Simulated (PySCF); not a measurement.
Run record for `CS[C@H](C)OC(F)(F)F`: HCTH407/cc-pVDZ, TDA, 12 singlets.

Method: TDA HCTH407/cc-pVDZ, vertical, gas phase, core orbitals frozen in the response (PySCF 2.14.0, density-fitted response routines). Geometry: GFN2-xTB. The input is one job of a driver script: a line of settings, then coordinates in Å.

Command:
```bash
OMP_NUM_THREADS=1 python probes_run.py task.json out
```

Input:
```
{"job": {"kind": "uv", "xc": "HCTH407", "basis": "cc-pVDZ", "nstates": 12, "ntriplets": 0, "tda": true}, "charge": 0, "multiplicity": 1}
C     -2.397811     0.037031    -0.189028
S     -1.402093    -0.577499     1.198542
C      0.255106    -0.038199     0.678960
C      0.397751     1.466726     0.566903
O      0.531839    -0.662238    -0.597502
C      1.700189    -1.251269    -0.717132
F      1.894973    -2.267927     0.139540
F      2.744848    -0.421455    -0.514009
F      1.829642    -1.741248    -1.943255
H     -3.351586    -0.476282    -0.129219
H     -2.546963     1.108437    -0.098112
H     -1.892354    -0.218312    -1.114163
H      0.926122    -0.444502     1.441400
H      0.092466     1.923731     1.504108
H      1.433880     1.728429     0.361754
H     -0.223607     1.843522    -0.241148
```

Output:
```
coarse grid: 14656 points
cycle   1  E = -929.3099470033  dE =  1.262e+00  |g| = 1.181e+00  |ddm| = 7.493e+00
cycle   2  E = -928.8431595394  dE =  4.668e-01  |g| = 2.047e+00  |ddm| = 4.383e+00
cycle   3  E = -929.5559059612  dE = -7.127e-01  |g| = 1.265e-01  |ddm| = 2.829e+00
cycle   4  E = -929.5593522788  dE = -3.446e-03  |g| = 5.316e-02  |ddm| = 3.379e-01
cycle   5  E = -929.5599287177  dE = -5.764e-04  |g| = 2.263e-02  |ddm| = 1.055e-01
cycle   6  E = -929.5600387909  dE = -1.101e-04  |g| = 4.804e-03  |ddm| = 3.764e-02
cycle   7  E = -929.5600436078  dE = -4.817e-06  |g| = 1.586e-03  |ddm| = 9.159e-03
final grid: 140208 points
cycle   8  E = -929.5662148978  dE = -8.356e-05  |g| = 1.335e-02  |ddm| = 9.075e-02
cycle   9  E = -929.5661450231  dE =  6.987e-05  |g| = 2.276e-02  |ddm| = 5.015e-02
cycle  10  E = -929.5662522612  dE = -1.072e-04  |g| = 2.330e-03  |ddm| = 3.120e-02
cycle  11  E = -929.5662533817  dE = -1.121e-06  |g| = 5.005e-04  |ddm| = 3.888e-03
cycle  12  E = -929.5662534366  dE = -5.491e-08  |g| = 1.355e-04  |ddm| = 9.153e-04
cycle  13  E = -929.5662534409  dE = -4.271e-09  |g| = 3.830e-05  |ddm| = 2.750e-04
cycle  14  E = -929.5662534413  dE = -3.483e-10  |g| = 9.627e-06  |ddm| = 7.484e-05
converged SCF energy = -929.5662534413

Static polarisability (au): isotropic 64.592, principal 58.602 58.883 76.291

Singlet excitations
state   eV       nm        f      main configurations
  1   5.7561    215.4   0.00016   H->L 0.99
  2   6.4158    193.2   0.00629   H->L+1 0.83, H->L+2 0.16
  3   7.0148    176.7   0.00640   H->L+3 0.79, H->L+2 0.14
  4   7.1117    174.3   0.01453   H->L+2 0.61, H->L+3 0.17, H->L+1 0.10
  5   7.5694    163.8   0.00303   H->L+4 0.62, H->L+5 0.21, H-1->L 0.09
  6   7.6534    162.0   0.00485   H->L+5 0.67, H-1->L 0.22
  7   7.7907    159.1   0.07144   H-1->L 0.47, H->L+4 0.21, H->L+5 0.12
  8   8.2073    151.1   0.00457   H->L+6 0.95
  9   8.2858    149.6   0.02042   H-1->L+1 0.73, H-1->L+2 0.09
 10   8.4521    146.7   0.01300   H->L+7 0.94
 11   8.6588    143.2   0.00533   H->L+8 0.94
 12   8.6932    142.6   0.03550   H-1->L+2 0.74, H->L+9 0.10
```

The SCF starts on a coarse grid where the log names one; the energy can jump when the final grid takes over, and dE then counts from the start density on the new grid. H and L stand for HOMO and LUMO; the number after each pair is its weight.

Give the mean polarisability as a volume in Å³, and the ratio of the largest to the smallest principal value.

64.592 au × 0.148185 = 9.57 Å³; 76.291/58.602 = 1.30.

Which computed singlet has the largest oscillator strength, and what do all of them sum to?

State 7 at 7.79 eV (159 nm), f = 0.071; the 12 states sum to 0.186.

In short: SCF converged in 14 cycles with 165 basis and 937 fitting functions; HOMO -5.62 eV, LUMO -0.07 eV; lowest singlet 5.76 eV; mean polarisability 64.6 au.

Time: 2.4 min wall, 91 s CPU; peak memory 0.57 GiB. Hardware: Intel Xeon at 2.50 GHz, one thread, shared host with 64 logical CPUs at a one-minute load of 61.

Shape of the structure used: `[CH3:1][S:2][C@H:3]([CH3:4])[O:5][C:6]([F:7])([F:8])[F:9]`: C1–S2–C3–C4 63°, S2–C3–O5–C6 -132°, C3–O5–C6–F7 61°.

One conformer stands for the species.
